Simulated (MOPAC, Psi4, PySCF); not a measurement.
Torsional profile of SMILES C#Cc1ccc(OC)s1 (C7H6OS). Scanned: dihedral S9–C6–O7–C8; all other coordinates were relaxed at GFN2-xTB. Points at φ and −φ are mirror images. Heavy atoms are numbered in the order of the SMILES C#Cc1ccc(OC)s1, hydrogens after them in the order of the atoms that carry them; the mirror image has the same energies with the sign of each dihedral reversed.

- RKS-B3LYP/6-31G* = restricted B3LYP/6-31G*, spherical d, density fitting // GFN2-xTB (PySCF 2.14.0)
- RKS-B3LYP/6-311+G** = restricted B3LYP/6-311+G**, spherical d, density fitting // GFN2-xTB run with PySCF 2.14.0
- PM7, restricted, heats of formation // GFN2-xTB (MOPAC)
- PBE-D3(BJ)/def2-SVP // GFN2-xTB (Psi4)

Energies relative to the lowest point of each profile, in kcal/mol; the last columns give the difference from PBE-D3(BJ):

```
φ / °  RKS-B3LYP/6-31G*  RKS-B3LYP/6-311+G**  PM7  PBE-D3(BJ)/def2-SVP  RKS-B3LYP/6-31G* − PBE-D3(BJ)/def2-SVP  RKS-B3LYP/6-311+G** − PBE-D3(BJ)/def2-SVP  PM7 − PBE-D3(BJ)/def2-SVP
-----  ----------------  -------------------  ---  -------------------  --------------------------------------  -----------------------------------------  -------------------------
-165                0.3                  0.3  0.2                  0.4                                    -0.1                                       -0.2                       -0.2
-150                1.0                  0.9  0.8                  1.2                                    -0.3                                       -0.3                       -0.4
-135                1.7                  1.6  1.6                  2.2                                    -0.4                                       -0.5                       -0.6
-120                2.2                  2.1  2.2                  2.8                                    -0.6                                       -0.7                       -0.6
-105                2.3                  2.2  2.6                  2.9                                    -0.6                                       -0.8                       -0.3
-90                 2.2                  2.1  2.9                  2.8                                    -0.6                                       -0.7                        0.1
-75                 2.1                  1.9  3.1                  2.5                                    -0.4                                       -0.6                        0.6
-60                 1.9                  1.7  3.1                  2.0                                    -0.1                                       -0.3                        1.1
-45                 1.6                  1.4  3.1                  1.3                                     0.2                                        0.0                        1.8
-30                 1.2                  1.1  3.1                  0.7                                     0.6                                        0.5                        2.5
-15                 1.0                  1.0  3.2                  0.2                                     0.9                                        0.9                        3.1
0                   0.9                  1.0  3.3                  0.0                                     0.9                                        1.0                        3.3
15                  1.0                  1.0  3.2                  0.2                                     0.9                                        0.9                        3.1
30                  1.2                  1.1  3.1                  0.7                                     0.6                                        0.5                        2.5
45                  1.6                  1.4  3.1                  1.3                                     0.2                                        0.0                        1.8
60                  1.9                  1.7  3.1                  2.0                                    -0.1                                       -0.3                        1.1
75                  2.1                  1.9  3.1                  2.5                                    -0.4                                       -0.6                        0.6
90                  2.2                  2.1  2.9                  2.8                                    -0.6                                       -0.7                        0.1
105                 2.3                  2.2  2.6                  2.9                                    -0.6                                       -0.8                       -0.3
120                 2.2                  2.1  2.2                  2.8                                    -0.6                                       -0.7                       -0.6
135                 1.7                  1.6  1.6                  2.2                                    -0.4                                       -0.5                       -0.6
150                 1.0                  0.9  0.8                  1.2                                    -0.3                                       -0.3                       -0.4
165                 0.3                  0.3  0.2                  0.4                                    -0.1                                       -0.2                       -0.2
180                 0.0                  0.0  0.0                  0.1                                    -0.1                                       -0.1                       -0.1
```

RKS-B3LYP/6-31G* is furthest from PBE-D3(BJ)/def2-SVP at 0 (0.9 kcal/mol, above); its mean absolute difference over the points is 0.4 kcal/mol.

RKS-B3LYP/6-311+G** is furthest from PBE-D3(BJ)/def2-SVP at 0 (1.0 kcal/mol, above); its mean absolute difference over the points is 0.5 kcal/mol.

PM7 is furthest from PBE-D3(BJ)/def2-SVP at 0 (3.3 kcal/mol, above); its mean absolute difference over the points is 1.1 kcal/mol.
